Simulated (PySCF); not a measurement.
## Vibration and rotation of SiBr⁻

UHF-CCSD(T) constants of SiBr⁻, ³Σ⁻ (triplet), unpaired electrons π ↑↑ (PySCF, no relativity, basis sets Si def2-TZVPPD, Br def2-TZVPPD; masses 27.9769 and 78.9183 u):

```
ωe             : 277.6 cm⁻¹
ωexe           : 1.49 cm⁻¹
Be             : 0.13624 cm⁻¹
αe             : 0.00100 cm⁻¹
De to Si + Br⁻ : 1.68 eV
```

Q: What force constant and bond length do these constants imply?

A: Reduced mass μred = 20.655 u; k = 5.8918×10⁻⁷·μred·ωe² (u, cm⁻¹, mdyn/Å) = 0.938 mdyn/Å; Re = √(16.8576/(μred·Be)) (u, cm⁻¹, Å) = 2.448 Å.

Q: Estimate the centrifugal constant D from the Kratzer relation and find the Dunham coefficient a1.

A: D = 4Be³/ωe² = 1.31e-07 cm⁻¹; a1 = −1 − αeωe/(6Be²) = -3.49.

Correlated steps freeze 14 core orbitals. Spin–orbit coupling is left out. For an ion De counts to the pair picked by the measured ionisation energies or electron affinities, which need not be the lowest pair at this level. The state is the lowest determinant that a PBE0 search found; another state may lie lower at other levels.
